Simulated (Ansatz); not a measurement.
**How methods differ on InCl (SMILES [Cl][In])**

InCl: 2 atoms, total charge 0, spin state singlet. As SMILES, `[Cl][In]`. Geometry: relaxed at PBE0-D4/def2-TZVP.

```xyz
2

Cl    0.0000    0.0000   -0.0139
In    0.0000    0.0000    2.3996
```

Quantity: the energy change with the Cl1–In2 bond stretched from 2.414 to 2.982 Å, in eV. The values are calculated.

| level | kind | program | value (eV) | less FCI/STO-3G |
| --- | --- | --- | --- | --- |
| HF/STO-3G (restricted) | Hartree–Fock | Ansatz | 1.58 | +0.07 |
| PBE/STO-3G (restricted) | GGA | Ansatz | 1.49 | -0.02 |
| r2SCAN/STO-3G (restricted) | meta-GGA | Ansatz | 1.55 | +0.04 |
| B3LYP/STO-3G (restricted) | global hybrid | Ansatz | 1.52 | +0.01 |
| PBE0/STO-3G (restricted) | global hybrid | Ansatz | 1.55 | +0.04 |
| B2PLYP/STO-3G (restricted) | double hybrid | Ansatz | 1.54 | +0.03 |
| RPA@PBE/STO-3G (restricted) | RPA | Ansatz | 1.33 | -0.18 |
| MP2/STO-3G (restricted) | perturbation theory | Ansatz | 1.55 | +0.04 |
| FCI/STO-3G | exact in the basis | Ansatz | 1.51 | 0.00 |

FCI/STO-3G is exact within its basis and frozen core, so for wave-function methods in that basis the difference is their error; functionals converge differently with the basis, so for them it is only a difference. All-electron rows without a relativistic Hamiltonian named are non-relativistic. The first shape isn't each level's own minimum. The values span 1.33 to 1.58 eV. All rows use very small basis sets, so none should be taken for the real molecule's value. In the correlated wave-function rows the outer d shell of In is correlated, in sets not made for it.
